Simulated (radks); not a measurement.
The mean radii <r> (bohr) of the occupied orbitals of an atom or ion are listed with their occupations. Calculated with a radial shooting solver on a logarithmic mesh with Libxc functionals: non-relativistic Kohn-Sham, r2SCAN, spin-polarised, spherical densities, point nucleus; meta-GGA in the generalised Kohn-Sham scheme.

| orbital | occ. | <r> |
|---|---|---|
| 1s up | 1 | 0.05264 |
| 1s down | 1 | 0.05257 |
| 2s up | 1 | 0.2205 |
| 2s down | 1 | 0.2214 |
| 2p up | 1 | 0.1883 |
| 4d up | 1 | 0.8571 |

Name the element and its charge. Open shells, if any, are filled with parallel spins first.

Answer. Z = 29, copper, charge +23: Cu23+ in [He] 2s2 2p1 4d1. The 1s radius gives Z: for a bare nucleus <r> = 1.5/Z, 0.05172 bohr for Z = 29, and screening makes it slightly larger (0.05264 here). The occupations add up to 6, and the charge is Z minus that.
